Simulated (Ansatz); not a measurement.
The lowest singlet and triplet of H2Sn (SMILES [SnH2]); geometries from B3LYP-D3(BJ)/def2-TZVP, each state relaxed from the structure named, with no frequency check.
Singlet (charge 0, multiplicity 1):
```xyz
3

Sn    -0.00013     0.04819     0.00000
H     -1.26196    -1.20820     0.00000
H      1.26857    -1.20127     0.00000
```
Triplet (charge 0, multiplicity 3):
```xyz
3

Sn    -0.0001     0.0337     0.0000
H     -1.4873    -0.8455     0.0000
H      1.4916    -0.8379     0.0000
```

A positive gap puts the triplet lower; no zero-point energy. R- takes a restricted singlet. The triplet is unrestricted in single-reference levels. Active spaces average the two states.

Cores are frozen in the correlated methods. Filled d and f shells under p-block atoms count as core.

Run with Ansatz (an electronic-structure program) with Gaussian orbitals.  In def2 rows elements past Kr take small-core potentials, without spin–orbit coupling.

R-PBE/def2-TZVPP gives -27.56 kcal/mol for the gap E(singlet) − E(triplet), adiabatic.

Predict the shift from PBE, with its sign, for: R-r2SCAN/def2-TZVPP, R-B3LYP/def2-TZVPP, R-wB97M-V/def2-TZVPP, R-B2PLYP/def2-TZVPP, R-MP2/def2-QZVPP, R-CCSD(T)/def2-QZVPP, SC-NEVPT2 on SA-CASSCF(6,6)/def2-QZVPP, FIC-MRCISD+Q on SA-CASSCF(6,6)/def2-QZVPP, FCI/def2-SVP.

R-r2SCAN/def2-TZVPP 4.67; R-B3LYP/def2-TZVPP -2.61; R-wB97M-V/def2-TZVPP -0.47; R-B2PLYP/def2-TZVPP -0.55; R-MP2/def2-QZVPP 3.94; R-CCSD(T)/def2-QZVPP 1.90; SC-NEVPT2 on SA-CASSCF(6,6)/def2-QZVPP 1.56; FIC-MRCISD+Q on SA-CASSCF(6,6)/def2-QZVPP 1.19; FCI/def2-SVP 3.03 kcal/mol. 6 of 9 lie above PBE; the widest gap is to R-r2SCAN/def2-TZVPP.

Doubts at one or more of the structures used: a restricted determinant that unrestricted orbitals would lower (R-MP2/def2-QZVPP, R-CCSD(T)/def2-QZVPP).
